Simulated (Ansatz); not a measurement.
Species: CH₅BNO₂ (charge 0, doublet). It need not be the lowest isomer of its formula. 
Coordinates optimised at B3LYP-D3(BJ)/def2-TZVP (Ansatz, a program for electronic structure):
```xyz
10

C     -1.8999     0.0266    -0.2550
N     -0.6429    -0.6736    -0.1045
B      0.6438    -0.0242     0.0741
O      1.3768    -0.5879     1.0316
O      0.9176     1.1041    -0.6638
H     -2.4471     0.1034     0.6907
H     -1.7087     1.0273    -0.6355
H     -2.5388    -0.5025    -0.9683
H     -0.7121    -1.6167     0.2501
H      1.7324     1.5348    -0.3875
```
Charge 0, spin multiplicity 2.

Total electronic energies in hartree. Valence correlation only, unless marked. UHF or UKS for open shells. No spin-orbit coupling. No relativistic terms. CBS marks a two-point X^-3 extrapolation of the correlation energy; Hartree-Fock from the larger set.

```
level                                program  energy (Eh)
----------------------------  --------------  -----------
HF/STO-3G                             Ansatz   -266.21362
HF/6-31G                              Ansatz   -269.61116
HF/cc-pVQZ                            Ansatz   -269.85077
RI-HF/cc-pVTZ                         Ansatz   -269.83040
revPBE-D3(BJ)/def2-TZVPD      Ansatz + dftd3   -271.27692
B97M-V/def2-TZVPD                     Ansatz            …
B3LYP-D3(BJ)/def2-TZVPD       Ansatz + dftd3   -271.36379
B3LYP/def2-TZVPD                      Ansatz   -271.35378
PBE0/6-31G*                           Ansatz   -270.91057
PBE0/def2-SVP                         Ansatz   -270.71992
PBE0/def2-QZVPP                       Ansatz   -271.05079
BHLYP-D4/def2-TZVPD           Ansatz + dftd4   -271.20715
r2SCANh-D4/def2-TZVPD         Ansatz + dftd4   -271.18685
CAM-B3LYP-D4/def2-TZVPD       Ansatz + dftd4   -271.23795
wB97M-V/def2-TZVPD                    Ansatz   -271.24030
RPA@PBE/cc-pVTZ                       Ansatz   -271.25155
MP2/CBS(cc-pVTZ,cc-pVQZ)              Ansatz    -270.8760
RI-MP2/cc-pVQZ                        Ansatz   -270.82586
SCS-MP2/cc-pVQZ                       Ansatz   -270.82084
CCSD/cc-pVQZ                          Ansatz   -270.85532
CCSD/CBS(cc-pVTZ,cc-pVQZ)             Ansatz    -270.8985
CCSD(T)/cc-pVTZ                       Ansatz   -270.81230
CCSD(T)/CBS(cc-pVTZ,cc-pVQZ)          Ansatz    -270.9424
```

Problem. What belongs in the gaps?

Solution. 
- B97M-V/def2-TZVPD, energy (Eh): -271.29948
